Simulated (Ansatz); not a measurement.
## GaO (charge +1): shapes and states compared

Calculated in Ansatz's Gaussian-basis code. Basis cc-pwCVTZ-PP on Ga, cc-pVTZ on O, scalar-relativistic core potentials (10 electrons on Ga), no spin–orbit coupling, 5 orbitals frozen in the corrections; active space CAS(8,8). Restricted Hartree–Fock, then the lowest state-specific CASSCF solution met for each case. Coupled cluster stands on the determinant that it favours, not always the lowest RHF. Single-reference values can break down or jump between states where bonds are stretched. Solutions in different active orbitals can move differences by tenths of an eV and at times more than 1 eV.

Case A, singlet: bond length 1.7440 Å.

Case B, triplet: the shape of A.

Energy less that of case A, in eV:

```
case  RHF/ROHF  CASSCF  CCSD(T)
   B    -2.221  -0.171   -0.416
```

Problem. What does SC-NEVPT2 give for these differences?

Solution. B: -0.325 eV (-7.5 kcal/mol).

Problem. Which case is lowest, and do the methods agree?

Solution. B is lowest in SC-NEVPT2. Of the methods shown, RHF/ROHF, CASSCF, CCSD(T) agree.
